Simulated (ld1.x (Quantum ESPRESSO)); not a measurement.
## What one change does to a pseudopotential (caesium (Cs), TM)

caesium (Cs), norm-conserving Troullier–Martins (Kleinman–Bylander form), made with ld1.x (Quantum ESPRESSO) 7.5 (PBE, scalar-relativistic). Core [Kr] 4d10 5s2, reference 5p6 5d0.5 6s0.5 6p0. Waves: 5p (bound): rc 3.35 bohr; 5d (bound): rc 4.20 bohr; 6s (bound): rc 4.20 bohr. Local part: the s channel. Core correction: Bessel-smoothed model core inside 1.85 bohr.

Change: wave 5p (bound): rc 3.35 bohr becomes 5p (bound): rc 2.06 bohr.

Cutoffs: the cutoffs (Ry, on a coarse ladder) from which the occupation-weighted sum of valence levels, in a spherical-Bessel basis at the reference potential, stays within 10 and 1 mRy of its value at 400 Ry; they do not see the model core or the augmentation charge, which bear on the density cutoff. Errors are all-electron minus pseudo energies relative to the spin-unpolarised reference configuration.

**Question.** Predict the effect on cutoff, ghosts and configuration errors.

**Answer.** The potential gets harder (8 Ry and 15 Ry → 25 Ry and 45 Ry); the errors of the 6 common tests hardly move; neither file shows a bound ghost. A smaller radius makes the pseudo-wave follow the all-electron one further in, where it bends more sharply, so more plane waves are needed.

| quantity | base | changed |
| --- | --- | --- |
| cutoff, loose | 8 Ry | 25 Ry |
| cutoff, tight | 15 Ry | 45 Ry |
| loose cutoff by channel (10 mRy a level) | p 8 Ry, d 6 Ry, s 6 Ry | p 18 Ry, d 6 Ry, s 6 Ry |
| bound ghosts | none | none |
| error for 5p6 5d0 6s1 6p0, meV [ΔE -0.84 eV] | -0.4 | -0.4 |
| error for 5p6 5d0 6s0 6p0, meV [ΔE 3.02 eV] | -1.1 | -1.1 |
| error for 5p6 5d0 6s0.5 6p0, meV [ΔE 0.63 eV] | +0.1 | +0.1 |
| error for 5p6 5d1 6s0 6p0, meV [ΔE 0.83 eV] | -1.4 | -1.5 |
| error for 5p5 5d0 6s1 6p0, meV [ΔE 17.02 eV] | -232 | -198 |
| error for 5p6 5d0 6s0 6p1, meV [ΔE 0.53 eV] | -125 | -126 |
| s: phases at 4.53 bohr within 0.05 rad from the reference energy up to (Ry; the scan ends near 5) | n/a | n/a |
| p: phases at 4.53 bohr within 0.05 rad from the reference energy up to (Ry; the scan ends near 5) | -0.3 | -0.3 |
| d: phases at 4.53 bohr within 0.05 rad from the reference energy up to (Ry; the scan ends near 5) | 0.6 | 0.6 |
